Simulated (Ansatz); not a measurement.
Computed with Ansatz on PBE0-D4/def2-TZVP structures; ΔE is electronic, products minus reactants. CCSD(T)/CBS adds triple-zeta CCSD(T) − MP2 to the extrapolated MP2 energy (def2 sets, frozen cores). This one scheme is used for every species. One conformer a species, not always the lowest.

Reaction (ligand exchange at the Al–S bond): `[SH][Al]([Cl])[Cl]` + `BO` → `B[O][Al]([Cl])[Cl]` + H₂S

```tsv
species	CCSD/def2-TZVPP energy (Eh)
`[SH][Al]([Cl])[Cl]`	-1559.95219
`BO`	-101.74018
`B[O][Al]([Cl])[Cl]`	-1262.77729
H₂S	-398.92311
```

Q: Work out ΔE.

A: ΔE = (-1262.77729) + (-398.92311) − (-1559.95219) − (-101.74018) = -0.00803 Eh = -5.0 kcal/mol. CCSD(T)/CBS gives -3.6 kcal/mol.

Largest T1 diagnostic among the species: 0.014.

From BLYP to BHLYP (50 % exact exchange), in def2-TZVPP and without D4, ΔE moves by −1.7 kcal/mol. Leaving LDA and LC-ωPBE aside and taking each functional with its dispersion term where it has one, the values, not all of them listed here, spread over 5.3 kcal/mol, from CAM-B3LYP-D4 to PBE-D4. In def2-TZVPP, CCSD(T) changes the Hartree–Fock value by +3.7 kcal/mol (the triples alone add +0.9 kcal/mol) and MP2 by +4.3 kcal/mol.
